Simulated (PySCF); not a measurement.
Compound: 5-hexen-2-one, C₆H₁₀O.
Structure used (PBE0-D3(BJ)/def2-SVP), in Å, numbered top down from 1:
```
atom  x, y, z in Å
C1    -3.1687   -0.0840    0.4427
C2    -2.1017    0.4945   -0.1098
C3    -0.8227   -0.2021   -0.4466
C4     0.3684    0.3543    0.3208
C5     1.6782   -0.3186   -0.0352
C6     2.9002    0.1357    0.7256
O7     1.7381   -1.1738   -0.8855
H8    -3.1750   -1.1526    0.6823
H9    -4.0757    0.4825    0.6691
H10   -2.1401    1.5694   -0.3334
H11   -0.6124   -0.1085   -1.5256
H12   -0.9099   -1.2823   -0.2524
H13    0.4877    1.4392    0.1432
H14    0.2132    0.2645    1.4108
H15    2.7637   -0.0330    1.8055
H16    3.0583    1.2173    0.5891
H17    3.7815   -0.4146    0.3738
```

All values: CAM-B3LYP/def2-SVPD (PySCF, non-relativistic), on one gas-phase PBE0-D3(BJ)/def2-SVP geometry that isn't relaxed in the solvent. The solvent is an IEF-PCM continuum (van der Waals radii × 1.2). The model holds no explicit solvent molecules, cavitation or dispersion.

Gas phase at CAM-B3LYP/def2-SVPD: HOMO -8.62 eV, LUMO 0.69 eV, dipole 2.89 D.

Question: What does the continuum do to the energy, the frontier levels and the dipole at CAM-B3LYP/def2-SVPD in tetrahydrofuran and acetonitrile?

Answer: 
| solvent | ε | E(solvent) − E(gas) (kcal/mol) | polarisation term (kcal/mol) | distortion of the solute (kcal/mol) | HOMO (eV) | LUMO (eV) | dipole (D) |
| --- | --- | --- | --- | --- | --- | --- | --- |
| tetrahydrofuran | 7.426 | -5.27 | -6.22 | 0.95 | -8.61 | 0.75 | 3.80 |
| acetonitrile | 35.69 | -6.41 | -7.85 | 1.44 | -8.62 | 0.75 | 4.03 |

The polarisation term is half the interaction of the solute with the surface charges that it induces; the rest is the cost of distorting the solute's density. The sum is the electrostatic part of solvation alone. From tetrahydrofuran to acetonitrile the lowering changes by a factor 1.22, Onsager's factor (ε − 1)/(2ε + 1) by 1.18 and ε itself by 4.8.

Question: Which radius a makes the point-dipole formula ΔE = −[(ε − 1)/(2ε + 1)]·μ²/a³ give the value in acetonitrile, with the gas-phase dipole?

Answer: μ = 1.137 au and |ΔE| = 0.01021 Eh give a = 2.08 Å; the farthest nucleus lies 4.12 Å from the centroid of the nuclei, so such a sphere wouldn't even hold the nuclei. The formula assumes a rigid point dipole at the centre of a sphere.

Question: Give the dipole vector in the frame of the coordinates (D, pointing from negative to positive charge), gas and acetonitrile.

Answer: Gas (0.14, 2.11, 1.97), solvent (0.21, 2.97, 2.71). Its length changes by +39 % and its direction by less than 1°.

Question: How does the static polarisability (CAM-B3LYP/def2-SVPD, frozen core, with the continuum's full static response) change?

Answer: 
```csv
medium,isotropic (au),principal values (au),⟨r²⟩ of the electrons (bohr²)
gas,77.2,"63.4, 71.2, 96.9",1140.7
tetrahydrofuran,97.0,"82.0, 93.6, 115.6",1140.9
acetonitrile,102.2,"87.4, 99.8, 119.4",1140.9
```

The isotropic value in acetonitrile is 1.32 times the gas-phase one; no cavity-field correction is applied. ⟨r²⟩ is taken about the centre of nuclear charge.
